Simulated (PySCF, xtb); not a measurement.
FGeH4N, SMILES [NH2][GeH2][F].

GFN2-xTB in xtb 6.7.1 at its own geometry gives an orbital gap of 7.15 eV and a dipole moment of 3.50 D.

Coordinates come from a PBE0-D3(BJ)/def2-TZVP optimisation. Other conformers were not sampled.

Task: What does ωB97X/def2-TZVPD in PySCF give? (Estimate from the structure and the level; the computed values follow.)

Result: gap 12.43 eV (levels -10.62 and 1.82 eV), dipole 1.70 D.
